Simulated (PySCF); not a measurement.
A structure optimised at B3LYP-D3(BJ)/def2-TZVP, used in a PySCF frequency run:

```
Si
H 1 1.4805
H 1 1.4833 2 109.01
H 1 1.4833 2 109.01 3 118.12
Bi 1 2.6846 2 112.32 4 120.94
H 5 1.7974 1 89.82 2 -45.26
H 5 1.7974 6 90.52 1 -89.82
```

### Question
Write its SMILES, formula and point group.

### Answer
[SiH3][BiH2], BiH5Si, Cs

### Question
What are its rotational constants (standard atomic weights)?

### Answer
40.961, 2.4121, 2.4114 GHz
